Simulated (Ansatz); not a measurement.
Hg4O5, relaxed as a singlet with RKS B3LYP-D4/def2-SVP in Ansatz, starting from the GFN1-xTB geometry. Force threshold 0.02 eV/Å.

In the def2 sets Hg takes a core potential; there is no spin–orbit coupling. The structure comes from a short search, and lower isomers may exist.

Start:

```xyz
9

Hg    0.437    1.144    1.344
Hg   -1.127    0.499   -1.292
Hg    1.159   -1.239   -0.550
Hg   -1.258   -1.220    0.993
O    -1.557    0.835    0.704
O    -0.849   -1.558   -1.051
O     1.425    1.725   -0.301
O     0.769   -0.941    1.458
O     1.001    0.754   -1.304
```

(1) Estimate the energy that the relaxation releases and the steps that it takes.

(2) Does the start keep its bonding and symmetry?

(3) Predict the relaxed structure.

Results:

(1) 500.7 kJ/mol, in 33 steps; 4.6 min on 4 threads of Arm Neoverse V1 on a shared host. The force fell under the threshold at step 32, but the optimiser went on. No frequencies were taken in this run, so the end may be a saddle point.

(2) Bonds lost: Hg1–O5, Hg1–O7, Hg1–O8, Hg2–O9, Hg3–O9, Hg4–O6 (atoms count from 1). Metal–metal contacts that move far: Hg1–Hg4 2.93 to 4.12 Å. The end holds 2 separate pieces. Point group Cs at the start, Cs at the end, both within 0.05 Å.

(3) 
```xyz
9

Hg   -0.288    3.309    1.239
Hg   -1.360    0.063   -1.086
Hg    0.193   -2.456   -0.897
Hg   -0.161   -0.794    1.533
O    -1.305    0.843    0.867
O    -0.828   -1.449   -2.402
O     1.620    2.125   -0.028
O     0.769   -2.596    1.096
O     1.360    0.956   -0.322
```
Bond lengths (bridged metal pairs left out): 6 × Hg–O 2.07 to 2.11 Å; 1 × O–O 1.23 Å.
